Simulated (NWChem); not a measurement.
The numbers come from NWChem runs, not from measurements. System: H$_{5}$BN$_{2}$, charge 0, spin multiplicity 1, at a geometry optimised with PBE0/def2-SVP. The structure started from a generated list of species. Level: CR-EOMCCSD(T)/def2-SVP, 3 core orbitals frozen.

The NWChem input:

```
start mol
memory heap 100 mb stack 700 mb global 1900 mb
geometry units angstroms nocenter noautoz
  B      0.000000     0.000000     0.493211
  H      0.000000     0.000000     1.706812
  N      1.243095     0.000000    -0.175939
  H      2.117778     0.000000     0.325975
  H      1.352224     0.000000    -1.180840
  N     -1.243095     0.000000    -0.175939
  H     -1.352224     0.000000    -1.180840
  H     -2.117778     0.000000     0.325975
  symmetry group C2v
end
basis spherical
  * library def2-svp
end
scf
  rhf
  nopen 0
  maxiter 100
  thresh 1e-7
  semidirect memsize 60000000 filesize 0
end
tce
  freeze core 3
  creomsd(t)
  nroots 1
  2eorb
  2emet 13
  thresh 1e-5
  maxiter 200
  tilesize 24
end
task tce energy
```

Output (cleaned and shortened):

```
             Northwest Computational Chemistry Package (NWChem) 7.3.0
             --------------------------------------------------------

                                NWChem Input Module
                                -------------------

 Scaling coordinates for geometry "geometry" by  1.889725989
 (inverse scale =  0.529177249)

 Turning off AUTOSYM since
 SYMMETRY directive was detected!

                             Geometry "geometry" -> ""
                             -------------------------

 Output coordinates in angstroms (scale by  1.889725989 to convert to a.u.)

  No.       Tag          Charge          X              Y              Z
 ---- ---------------- ---------- -------------- -------------- --------------
    1 B                    5.0000     0.00000000     0.00000000     0.49321100
    2 H                    1.0000     0.00000000     0.00000000     1.70681200
    3 N                    7.0000     1.24309500     0.00000000    -0.17593900
    4 H                    1.0000     2.11777800     0.00000000     0.32597500
    5 H                    1.0000     1.35222400     0.00000000    -1.18084000
    6 N                    7.0000    -1.24309500     0.00000000    -0.17593900
    7 H                    1.0000    -1.35222400     0.00000000    -1.18084000
    8 H                    1.0000    -2.11777800     0.00000000     0.32597500

 Effective nuclear repulsion energy (a.u.)      68.5768740276

            Nuclear Dipole moment (a.u.)
            ----------------------------
        X                 Y               Z
 ---------------- ---------------- ----------------
    -0.0000000000     0.0000000000    -0.0000170075

      Symmetry information
      --------------------

 Group name             C2v
 Group number             16
 Group order               4
 No. of unique centers     5

      Symmetry unique atoms

     1    2    3    4    5


 Summary of "ao basis" -> "" (spherical)
 ------------------------------------------------------------------------------
       Tag                 Description            Shells   Functions and Types
 ---------------- ------------------------------  ------  ---------------------
[...]
 creom_N i2_4 nr of boxes                   168

CR-EOMCCSD(T) triples loop cpu wall             5.2            5.2

 CR-EOMCCSD(T)  total energy / hartree       =      -136.631223740283843
 CR-EOMCCSD(T)  excitation energy (eV)       =      8.42798

 =========================================
 Excited-state calculation ( b2  symmetry)
 =========================================
 Dim. of EOMCC iter. space      500

 EOMCCSD SOLVER TYPE  1
  maxdiff =   0.58582453786594779

 No. of initial right vectors    1

 EOM-CCSD right-hand side iterations
 --------------------------------------------------------------
      Residuum       Omega / hartree  Omega / eV    Cpu    Wall
 --------------------------------------------------------------

 Iteration   1 using    1 trial vectors
   0.5968286521967   0.4390788083506   11.94795     0.7     0.7

 Iteration   2 using    2 trial vectors
   0.1282359202994   0.3110002995809    8.46275     0.5     0.5

 Iteration   3 using    3 trial vectors
   0.0580559774036   0.3037586294685    8.26570     0.5     0.5

 Iteration   4 using    4 trial vectors
   0.0474628457597   0.2999819091481    8.16293     0.4     0.4

 Iteration   5 using    5 trial vectors
   0.0408662293618   0.2959668016752    8.05367     0.3     0.3

 Iteration   6 using    6 trial vectors
   0.0205210077089   0.2951998342876    8.03280     0.4     0.4

 Iteration   7 using    7 trial vectors
   0.0093454748059   0.2946916027641    8.01897     0.4     0.4

 Iteration   8 using    8 trial vectors
   0.0050812743037   0.2946429136947    8.01765     0.5     0.5

 Iteration   9 using    9 trial vectors
   0.0030461290187   0.2947111179590    8.01950     0.5     0.5

 Iteration  10 using   10 trial vectors
   0.0019995962753   0.2946885322515    8.01889     0.5     0.5

 Iteration  11 using   11 trial vectors
   0.0013254762257   0.2946752917411    8.01853     0.5     0.5

 Iteration  12 using   12 trial vectors
   0.0010055811856   0.2946786232531    8.01862     0.5     0.5

 Iteration  13 using   13 trial vectors
   0.0007469910609   0.2946683859546    8.01834     0.5     0.5

 Iteration  14 using   14 trial vectors
   0.0004406782230   0.2946722148696    8.01844     0.5     0.5

 Iteration  15 using   15 trial vectors
   0.0002389415723   0.2946768872715    8.01857     0.5     0.5

 Iteration  16 using   16 trial vectors
   0.0001230487244   0.2946750242051    8.01852     0.5     0.5

 Iteration  17 using   17 trial vectors
   0.0000580592434   0.2946750186316    8.01852     0.5     0.5

 Iteration  18 using   18 trial vectors
   0.0000246610814   0.2946752564403    8.01853     0.5     0.5

 Iteration  19 using   19 trial vectors
   0.0000120057187   0.2946750669149    8.01852     0.4     0.4

 Iteration  20 using   20 trial vectors
   0.0000090438902   0.2946750443004    8.01852     0.5     0.5
 --------------------------------------------------------------
 Iterations converged
 ------------------

 Excited state root  1
 Excitation energy / hartree =        0.294675044300414
                   / eV      =        8.018519351243603
 largest EOMCCSD amplitudes: R1 and R2

 Singles contributions
    13a1  (alpha) ---    11b2  (alpha)        0.3991922414
    14b1  (alpha) ---    12a2  (alpha)        0.8485760697

 Doubles contributions
======= CR-EOMCCSD(T) calculation ======
corresponding R0 value =     0.000000

CR-EOMCCSD(T) Intermediates cpu wall time             1.1            1.1
 creom_N i2_1 nr of boxes                   168
 creom_N i2_2 nr of boxes                   168
 creom_N i2_3 nr of boxes                   168
 creom_N i2_4 nr of boxes                   168

CR-EOMCCSD(T) triples loop cpu wall             4.2            4.2

 CR-EOMCCSD(T)  total energy / hartree       =      -136.649206138743267
 CR-EOMCCSD(T)  excitation energy (eV)       =      7.93866

 Task  times  cpu:       64.5s     wall:       64.5s

 Total times  cpu:       64.6s     wall:       64.6s
```
